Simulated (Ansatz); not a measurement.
`C=CSC` + `[NH2][InH2]` → `C=C[NH][InH2]` + CH₃SH  (substitution at a C–S bond)

Gas-phase electronic energies from Ansatz, PBE0-D4/def2-TZVP geometries. CCSD(T)/CBS adds triple-zeta CCSD(T) − MP2 to the extrapolated MP2 energy (def2 sets, frozen cores). This one scheme is used for every species. Functionals use def2-TZVPP. HSE06 is defined as in plane-wave codes. def2 core potentials past Kr. For In outer-core shells are correlated without core-valence functions, which leaves a few kJ/mol of doubt a bond. Each species was taken in one conformer, which may not be the lowest.

`C=CSC`:

Cartesian coordinates in Å:
```
C -0.820 0.839 -1.770
C -0.063 0.362 -0.788
S -0.422 -1.087 0.110
C 0.530 -0.788 1.606
H -0.498 1.701 -2.341
H -1.764 0.381 -2.042
H 0.877 0.843 -0.528
H 0.131 0.057 2.169
H 0.449 -1.689 2.214
H 1.581 -0.619 1.370
```

`[NH2][InH2]`:

Cartesian coordinates in Å:
```
N 0.581 -0.301 -0.829
In -0.522 0.271 0.748
H 1.320 0.249 -1.233
H 0.462 -1.172 -1.319
H -1.721 -0.850 1.236
H -0.118 1.803 1.396
```

`C=C[NH][InH2]`:

Cartesian coordinates in Å:
```
C 1.369 -0.527 -0.867
C 0.998 0.567 -0.196
N -0.197 0.788 0.455
In -1.839 -0.404 0.654
H 0.726 -1.394 -0.967
H 2.342 -0.569 -1.334
H 1.701 1.397 -0.139
H -0.239 1.694 0.893
H -1.817 -1.945 -0.074
H -3.044 0.390 1.576
```

CH₃SH:

```xyz
6

C     0.178    0.428   -0.161
S    -0.759   -1.110   -0.292
H    -0.220    1.075    0.620
H     0.066    0.934   -1.120
H     1.237    0.238    0.009
H    -0.502   -1.565    0.944
```

```json
{"level": "BLYP-D4", "ΔE (kcal/mol)": "0.5", "difference from CCSD(T)/CBS": "-0.6"}
{"level": "B97M-V", "ΔE (kcal/mol)": "0.7", "difference from CCSD(T)/CBS": "-0.4"}
{"level": "PBE0-D4", "ΔE (kcal/mol)": "0.4", "difference from CCSD(T)/CBS": "-0.7"}
{"level": "r2SCAN0-D4", "ΔE (kcal/mol)": "0.6", "difference from CCSD(T)/CBS": "-0.5"}
{"level": "HSE06-D4", "ΔE (kcal/mol)": "0.3", "difference from CCSD(T)/CBS": "-0.8"}
{"level": "CAM-B3LYP-D4", "ΔE (kcal/mol)": "0.0", "difference from CCSD(T)/CBS": "-1.1"}
{"level": "ωB97M-V", "ΔE (kcal/mol)": "0.8", "difference from CCSD(T)/CBS": "-0.3"}
{"level": "B2PLYP", "ΔE (kcal/mol)": "0.7", "difference from CCSD(T)/CBS": "-0.4"}
{"level": "PBE-QIDH", "ΔE (kcal/mol)": "0.6", "difference from CCSD(T)/CBS": "-0.5"}
{"level": "r2SCAN", "ΔE (kcal/mol)": "1.0", "difference from CCSD(T)/CBS": "-0.1"}
{"level": "HSE06", "ΔE (kcal/mol)": "0.5", "difference from CCSD(T)/CBS": "-0.6"}
{"level": "BHLYP", "ΔE (kcal/mol)": "-0.2", "difference from CCSD(T)/CBS": "-1.3"}
{"level": "RPA@PBE/def2-TZVPP", "ΔE (kcal/mol)": "-0.4", "difference from CCSD(T)/CBS": "-1.5"}
{"level": "HF/def2-QZVPP", "ΔE (kcal/mol)": "-1.1", "difference from CCSD(T)/CBS": "-2.2"}
{"level": "HF/CBS(def2)", "ΔE (kcal/mol)": "-1.1", "difference from CCSD(T)/CBS": "-2.2"}
{"level": "CCSD/CBS(def2)", "ΔE (kcal/mol)": "0.8", "difference from CCSD(T)/CBS": "-0.3"}
{"level": "CCSD(T)/CBS", "ΔE (kcal/mol)": "1.1", "difference from CCSD(T)/CBS": "0"}
```

(1) What do rigid-rotor, harmonic-oscillator terms from PBE0-D4/def2-TZVP frequencies (298.15 K, 1 bar) make of the CCSD(T)/CBS value? (Best estimate.)

Largest T1 diagnostic among the species: 0.016.

Results:

(1) The calculation gave: ΔZPE = -0.3 kcal/mol, ΔH = +0.6 kcal/mol, ΔS = -1 J/(mol·K), ΔG = +0.7 kcal/mol.

At CCSD(T), def2-SVP lies −4.3 kcal/mol from the extrapolated value and def2-TZVPP −0.6 kcal/mol. From BLYP to BHLYP (50 % exact exchange), in def2-TZVPP and without D4, ΔE moves by −1.0 kcal/mol. Leaving LDA and LC-ωPBE aside and taking each functional with its dispersion term where it has one, the values, not all of them listed here, spread over 1.5 kcal/mol, from BHLYP-D4 to r2SCAN-D4. LDA lies −1.0 kcal/mol from PBE without D4.
